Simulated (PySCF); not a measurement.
# AlSe₂⁻: breathing scan

Method: PBE0/[Al def2-TZVPD, Se def2-TZVPD], no relativity, density fitting, PySCF.

Rigid scan from the singlet minimum (Al–Se 2.184 Å (×2); Se–Al–Se 180.0°). Coordinate: all bonds to the central atom scaled together. Energies in kJ/mol from the minimum.

Problem. Predict the curve at 0.88, 0.92, 0.96, 1.00, 1.04, 1.08, 1.14, 1.22, 1.35.

Solution. 
| scale of all bonds to the centre | E (kJ/mol) |
| --- | --- |
| 0.88 | 174.2 |
| 0.92 | 68.2 |
| 0.96 | 15.0 |
| 1.00 | 0.0 |
| 1.04 | 11.9 |
| 1.08 | 42.3 |
| 1.14 | 109.3 |
| 1.22 | 216.8 |
| 1.35 | 390.5 |

At long bonds a restricted determinant can lie too high, and another spin state can fall below this curve.

Other isomers or separated fragments may lie lower.
